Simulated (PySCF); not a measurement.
# EPR parameters of C7H11O

C7H11O (doublet state).
SMILES with atom numbers: `[CH2:1][CH2:2][CH2:3][C@@H:4]1[CH:5]=[CH:6][CH2:7][O:8]1` (hydrogens: H9, H10 on C1; H11, H12 on C2; H13, H14 on C3; H15 on C4; H16 on C5; H17 on C6; H18, H19 on C7)

Structure used (GFN2-xTB), in Å, numbered top down from 1:
```
atom  x, y, z in Å
C1     3.0555    0.4592    0.8184
C2     1.9342   -0.3458    0.3118
C3     0.7691    0.5089   -0.1944
C4    -0.4271   -0.3626   -0.6103
C5    -1.5970    0.4763   -1.0361
C6    -2.5991    0.3059   -0.1930
C7    -2.2090   -0.6936    0.8509
O8    -0.9136   -1.1359    0.4836
H9     2.8761    1.4060    1.2890
H10    4.0549    0.0716    0.8119
H11    2.2783   -1.0156   -0.4827
H12    1.5300   -0.9966    1.1055
H13    1.0877    1.1027   -1.0530
H14    0.4472    1.1903    0.5956
H15   -0.1055   -1.0578   -1.4004
H16   -1.5499    1.1240   -1.8906
H17   -3.5645    0.7755   -0.1980
H18   -2.8876   -1.5565    0.8756
H19   -2.1897   -0.2467    1.8568
```

The hyperfine couplings belong to this conformer and change with its torsions.

Level of theory: UKS B3LYP, pcH-1 on C H O, non-relativistic, mean-field spin-orbit, GIAO (PySCF 2.14.0). The structure is a single GFN2-xTB conformer in the gas phase; no vibrational or solvent corrections. The geometry wasn't refined by DFT: couplings that depend on bond lengths, twists or pyramidal angles can differ widely from those at the functional's own minimum. The SCF solution wasn't tested for stability.

- g1, g2, g3: 2.00218, 2.00276, 2.00292
- g_iso: 2.00262
- Form of g: rhombic: the two nearest values differ by 21 % of g3 − g1
- ⟨S²⟩: 0.7536 (exact 0.7500)
- Basis functions: 310

Hyperfine couplings atom by atom, in MHz; T1 to T3 are the principal values of the dipolar part; ρ(0) is the spin density at the nucleus:

```csv
atom,isotope,a_iso,T1,T2,T3,Mulliken spin population,ρ(0) (bohr⁻³)
C1,13C,89.9,-81.3,-80.5,161.8,1.08,0.0800
C2,13C,-34.0,-2.9,0.8,2.1,-0.09,-0.0303
C3,13C,20.0,-2.5,-2.2,4.7,0.02,0.0178
C4,13C,0.9,-0.5,-0.4,0.9,0.00,0.0008
C5,13C,1.2,-0.2,-0.2,0.4,0.00,0.0010
C6,13C,0.0,-0.2,0.0,0.2,0.00,0.0000
C7,13C,0.5,-0.2,-0.2,0.4,0.00,0.0005
O8,17O,-3.5,-1.0,0.4,0.5,0.00,0.0058
H9,1H,-62.7,-39.4,0.1,39.3,-0.05,-0.0140
H10,1H,-63.0,-39.4,0.0,39.4,-0.05,-0.0141
H11,1H,42.4,-4.9,-4.4,9.3,0.02,0.0095
H12,1H,165.6,-6.2,-2.7,8.9,0.06,0.0370
H13,1H,-2.5,-4.1,-2.4,6.6,0.00,-0.0006
H14,1H,-1.6,-3.1,-2.8,6.0,0.00,-0.0004
H15,1H,0.0,-1.2,-1.1,2.3,0.00,0.0000
H16,1H,0.0,-0.6,-0.5,1.0,0.00,0.0000
H17,1H,-0.1,-0.3,-0.3,0.6,0.00,0.0000
H18,1H,0.6,-0.4,-0.3,0.7,0.00,0.0001
H19,1H,0.3,-0.5,-0.5,1.1,0.00,0.0001
```

The Mulliken spin populations are largest on C1 (+1.08), C2 (-0.09) and H12 (+0.06). No atom but C1 exceeds +0.15. The positive populations add up to 1.18 and the negative ones to -0.18, together 2S = 1. The angles at C1 add up to 359.7°, so it is planar; its axial dipolar tensor and the negative couplings of its protons fit spin in a p orbital normal to that plane.

Axes: g2 points within 13° of the C1–C2 bond.

Under fast tumbling the dipolar parts average out, and these isotropic splittings remain: 1 × 1H (H12, I = 1/2, 2 lines) with 5.91 mT, 2 × 1H (H9/H10, I = 1/2, 3 lines) with 2.24 mT, 1 × 1H (H11, I = 1/2, 2 lines) with 1.51 mT, 1 × 1H (H13, I = 1/2, 2 lines) with 0.09 mT and 1 × 1H (H14, I = 1/2, 2 lines) with 0.06 mT.

Nuclei that the bonding pattern makes equivalent are averaged, as if the motion that swaps them (rotation, inversion, ring flip) were fast.

The 13C coupling of C1 (89.9 MHz) shows only in satellite lines or after enrichment, since that isotope makes up about 1.07 % of natural carbon.
